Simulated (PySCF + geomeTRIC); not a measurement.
Species: [Mo(F)4(CH3)2] (charge 0, multiplicity 1).

Give a relaxed geometry from BP86-D3(BJ)/def2-SVP run with PySCF + geomeTRIC.

This is not unique; one that fits is the end point of this relaxation, one of several conformers.
Cartesian coordinates (Å) in one orientation:
```xyz
13

Mo    -0.062     0.181     0.456
F     -0.430     1.929    -0.086
F      1.632     0.741     0.996
F     -1.897     0.189     0.781
F      0.152    -0.950     1.924
C      0.931     0.193    -1.463
H      0.162     0.188    -2.260
H      1.599    -0.683    -1.564
H      1.509     1.135    -1.488
C     -0.579    -1.706    -0.457
H     -1.073    -1.543    -1.433
H     -1.266    -2.200     0.255
H      0.344    -2.304    -0.586
```
